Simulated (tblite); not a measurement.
C6H11FOSi.
SMILES with atom numbers: `[F:1][C@@H:2]1[CH2:3][O:4][CH2:5][C@:6]12[CH2:7][C@H:8]2[SiH3:9]` (hydrogens: H10 on C2; H11, H12 on C3; H13, H14 on C5; H15, H16 on C7; H17 on C8; H18, H19, H20 on Si9)

Structure optimised with GFN2-xTB, isolated species.

Task: What internal coordinates does the optimisation give?

Result: 
```csv
bond,length (bohr),order
F1–C2,2.612,single
C2–C3,2.907,single
C3–O4,2.661,single
O4–C5,2.670,single
C5–C6,2.875,single
C6–C7,2.822,single
C7–C8,2.844,single
C8–Si9,3.565,single
C2–C6,2.877,single
C6–C8,2.842,single
C2–H10,2.070,single
C3–H11,2.079,single
C3–H12,2.059,single
C5–H13,2.083,single
C5–H14,2.059,single
C7–H15,2.042,single
C7–H16,2.041,single
C8–H17,2.052,single
"Si9–H18, Si9–H19, Si9–H20",2.766,single
```

Bonds in one row agree within 0.02 bohr and their mean is given. Orders are formal, as drawn. A selection of angles:
```csv
angle,degrees
F1–C2–C3,110.1
F1–C2–C6,112.0
F1–C2–H10,105.6
C3–C2–C6,103.4
C3–C2–H10,113.1
C6–C2–H10,112.9
C2–C3–O4,106.5
C2–C3–H11,108.2
C2–C3–H12,113.8
O4–C3–H11,110.9
O4–C3–H12,108.0
H11–C3–H12,109.5
C3–O4–C5,106.8
O4–C5–C6,105.3
O4–C5–H13,110.1
O4–C5–H14,107.7
C6–C5–H13,110.2
C6–C5–H14,114.0
H13–C5–H14,109.4
C5–C6–C7,122.7
C5–C6–C8,123.6
C7–C6–C8,60.3
C2–C6–C5,104.5
C2–C6–C7,121.2
C2–C6–C8,120.3
C6–C7–C8,60.2
C6–C7–H15,117.4
C6–C7–H16,118.1
C8–C7–H15,118.3
C8–C7–H16,119.2
H15–C7–H16,113.7
C7–C8–Si9,121.3
C7–C8–H17,114.3
Si9–C8–H17,114.3
C6–C8–C7,59.5
C6–C8–Si9,122.8
C6–C8–H17,113.9
C8–Si9–H18,109.6
C8–Si9–H20,107.3
H18–Si9–H19,110.3
```

Torsions: F1–C2–C3–O4 -137° (anticlinal); C2–C3–O4–C5 35° (synclinal); C3–O4–C5–C6 -38° (synclinal); O4–C5–C6–C7 169° (antiperiplanar); C5–C6–C7–C8 113° (anticlinal); C6–C7–C8–Si9 -112° (anticlinal); F1–C2–C6–C5 113° (anticlinal); C5–C6–C8–C7 -112° (anticlinal).

Of the pairs four or more bonds apart, Si9···H14 is among the closest relative to their van der Waals radii: 2.85 Å, 86 % of the sum of Bondi's values. The 5-membered ring C2–C3–O4–C5–C6 has internal angles of 103.4° to 106.8°; it is puckered, 0.15 Å rms from its mean plane, widest ring torsion 38°. Si9 (SiH3 silicon) is tetrahedral (angles from 107.3° to 110.4°). O4 (cyclic ether oxygen) is bent (angle 106.8°). The 3-membered ring C6–C7–C8 has internal angles of 59.5° to 60.3°. The C–C distances run from 1.493 Å (C6–C7, drawn single) to 1.538 Å (C2–C3, drawn single), a spread of 0.045 Å.

Point group: C1 (no symmetry element, even within 0.4 Å). Its GFN2-xTB frequencies are all real (lowest 38 cm⁻¹). One conformer, not necessarily the lowest. 2 starts were optimised and ended at 0.00 and 0.59 kcal/mol (GFN2-xTB); the lowest of these is shown.

The run took 1.7 s wall on an Arm Neoverse N1 with one thread, on a shared host. This is the geometry optimisation.

The numbers are calculated, not measured.
